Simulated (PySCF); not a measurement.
These compounds are isomers of formula C6H7NO2.

A. SMILES C/N=C1/C=C(C(=O)O)C1
B. `InChI=1S/C6H7NO2/c7-6(9)4-1-2-5(8)3-4/h1-2,4H,3H2,(H2,7,9)/t4-/m1/s1`
C. `CC(=O)C(C#N)C(C)=O`

Spectrum 1. 1H NMR (500 MHz, computed): δ 7.62 (m, 1H), 6.20 (d, 1H), 4.89 (br, 1H), 4.74 (br, 1H), 3.47 (m, 1H), 3.43 (m, 1H), 2.20 (m, 1H). 13C{1H} NMR (computed): δ 210.2 (C), 169.8 (C), 168.3 (CH), 142.6 (CH), 51.5 (CH), 37.5 (CH2).

Spectrum 2. 1H NMR (500 MHz, computed): δ 6.94 (s, 1H), 6.37 (br s, 1H), 3.72 (s, 3H), 3.30 (s, 2H). 13C{1H} NMR (computed): δ 167.8 (C), 161.6 (C), 155.7 (CH), 153.4 (C), 43.9 (CH3), 39.6 (CH2).

Spectrum 3. 1H NMR (500 MHz, computed): δ 4.36 (s, 1H), 2.64 (s, 6H). 13C{1H} NMR (computed): δ 200.6 (C), 119.4 (C), 60.0 (CH), 31.6 (CH3).

Theoretical values (PySCF 2.14): GIAO PBE0/pcSseg-1 shieldings, GFN2-xTB geometry. In vacuum, no relativistic terms, one conformer, averaged over atoms made equivalent by symmetry, fast rotation or ring inversion.

δ = σ(ref) − σ, references computed at the same level: TMS for 1H (σ = 31.72 ppm), 13C (σ = 186.93 ppm). Where no couplings were computed, multiplicities follow the n + 1 count of equivalent neighbours, and m marks all less simple cases (inequivalent or close neighbours, rings, F or P nearby). Acid and N–H amide carbonyl carbons lie up to 10 ppm further downfield in solution (hydrogen bonding). Shifts are as computed. Against solution values, carbons near 30 ppm lie about +3 ppm off and those near 130 ppm about +5 ppm. Of 1211 compounds with measured shifts, 218 miss one by over three times the rms of a fit or turn the order of signals round; such compounds aren't used in these exercises. Groups on amide-type nitrogens are kept apart (slow C–N rotation). OH and NH positions are gas-phase values without hydrogen bonding to other molecules.

**Question.** Match each spectrum to its structure.

**Answer.** 1–B, 2–A, 3–C.

- Spectrum 1 (B): 6 13C signals; δC 210.2 is a ketone carbonyl carbon; δC 169.8 is an amide carbonyl carbon.
- Spectrum 2 (A): 6 13C signals; δC 167.8 is a carboxylic acid carbon; δC 155.7 is a β carbon of a C=C–C=O unit.
- Spectrum 3 (C): 4 13C signals; δC 200.6 is a ketone carbonyl carbon; δC 119.4 is a nitrile carbon.
